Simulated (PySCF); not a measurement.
C2H4Cl2Si, SMILES C(/Cl)=C/[SiH2]Cl. The structure is a stationary point at PBE0-D3(BJ)/def2-SVP. The structure was generated by enumeration; whether it is a known compound was not checked. One conformer was computed; it need not be the lowest.

**Question.** Give the equilibrium geometry at PBE0-D3(BJ)/def2-SVP (PySCF confirms it by a frequency run) as Cartesian coordinates in Å, and its point group. (An estimate is asked for; the answer gives what the named calculation found.)

**Answer.** One answer among several that fit: point group Cs.
```xyz
9

Cl    -0.4471     2.5546     0.0000
C      1.0255     1.6440     0.0000
C      1.0392     0.3107     0.0000
Si    -0.5163    -0.7250     0.0000
Cl     0.0686    -2.7146     0.0000
H      1.9154     2.2798     0.0000
H      2.0210    -0.1758     0.0000
H     -1.3312    -0.4812    -1.2213
H     -1.3312    -0.4812     1.2213
```
